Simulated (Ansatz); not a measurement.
Species: CdS, net charge 0, singlet state. 
Structure (B3LYP-D3(BJ)/def2-TZVP (Ansatz, a first-principles code) minimum search):
```
Cd
S 1 2.2686
```

Basis-set convergence of Hartree-Fock and MP2 correlation energies (hartree) with Ansatz. Correlated levels leave the core frozen unless marked. No spin-orbit coupling. The frozen core is the preceding noble-gas configuration, with the filled d and f shells of earlier blocks. In def2 rows, elements after Kr have scalar-relativistic effective core potentials.

The Hartree-Fock reference is unstable (checked in the largest basis), which strains HF and MP2. 

| basis | functions | E(HF) | E(corr, MP2) |
|---|---|---|---|
| def2-SVP | 49 | -564.18697 | -0.40918 |
| def2-TZVPP | 98 | -564.36368 | -0.61896 |
| def2-QZVPP | 158 | -564.37807 | -0.67464 |

Extrapolating the two largest sets (X = 3 and 4) as X^-3: E(corr) = (64·(-0.67464) - 27·(-0.61896))/37 = -0.7153 Eh, an estimate of the basis-set limit. The largest set recovers 94.3 % of it, the smallest 57.2 %.
